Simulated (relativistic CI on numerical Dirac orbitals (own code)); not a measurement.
# What each ingredient does to the levels of Sm XVIII

Base calculation: Dirac-Coulomb-Breit CI, KLI orbitals optimised for each configuration, model QED, unscaled Slater integrals.

CI space (outside the closed core [Ar] 3d10): 4s2 4p6 4d9, 4s2 4p5 4d10, 4s2 4p6 4d8 4f, 4s 4p6 4d10, 4s2 4p5 4d9 4f, 4s2 4p6 4d8 5s, 4s2 4p6 4d8 5p, 4s 4p6 4d9 4f, 4s2 4p6 4d7 4f 5s, 4s2 4p6 4d8 5d, 4s2 4p6 4d7 5s 5p, 4s2 4p5 4d9 5s, 4s2 4p6 4d8 5f, 4s2 4p6 4d7 5s2, 4s2 4p6 4d6 4f 5s2, 4s2 4p5 4d7 4f 5s2, 4s2 4p6 4d6 5s2 5p. Double excitations out of closed p, d and f shells are left out; levels of such configurations are missing from the list, as are those of other unlisted configurations, and high levels can miss mixing partners.

Variants: (1) P86 correlation estimate; (2) only the first 3 configurations; (3) non-relativistic limit. Shifts of the energy above 4s2 4p6 4d9 2D_5/2, in cm⁻¹, for the lowest level and the first level of each name with at least 55 % of one term (blank where a level changes its place among those of its configuration and J or its character, or is not in the variant):

```tsv
Level	Base	Δ(1)	Δ(2)	Δ(3)
4s2 4p6 4d9 2D_5/2	0	0	0	0
4s2 4p6 4d9 2D_3/2	44853	-1	-385	-44853
4s2 4p5 4d10 2P°_3/2	958339	+1056	-3948	-56410
4s2 4p6 4d8 4f 4F°_7/2	1048991	+1057	-11031	-10459
4s2 4p6 4d8 4f 4F°_9/2	1056307	+1057	-11143	-17774
4s2 4p6 4d8 4f 2P°_1/2	1064221	+1057	-10640	
4s2 4p6 4d8 4f 4I°_15/2	1070683	+1056	-11358	-4070
4s2 4p6 4d8 4f 4D°_7/2	1071739	+1057	-10437	-20726
4s2 4p6 4d8 4f 4F°_3/2	1077077	+1057	-11083	
4s2 4p6 4d8 4f 4D°_1/2	1090084	+1057	-9871	
4s2 4p6 4d8 4f 4P°_1/2	1105928	+1057	-10883	
4s2 4p6 4d8 4f 4G°_7/2	1106248	+1056	-11076	
4s2 4p6 4d8 4f 2K°_13/2	1132567	+1056	-11336	-36262
4s2 4p6 4d8 4f 2K°_15/2	1137118	+1056	-11343	-40812
```

At this charge energies of transitions that change n are usually good to better than 1 %, and those within a shell (Δn = 0) to a few per cent.

Ionisation energy from the two ground configurations alone: base 506.696 eV; P86 correlation estimate 508.598 eV. The NIST ASD value (theoretical) is 506 eV.

LS names give the leading component of a level, which can be under half, so a name can repeat, a term be missing and a line seem to break the LS rules.
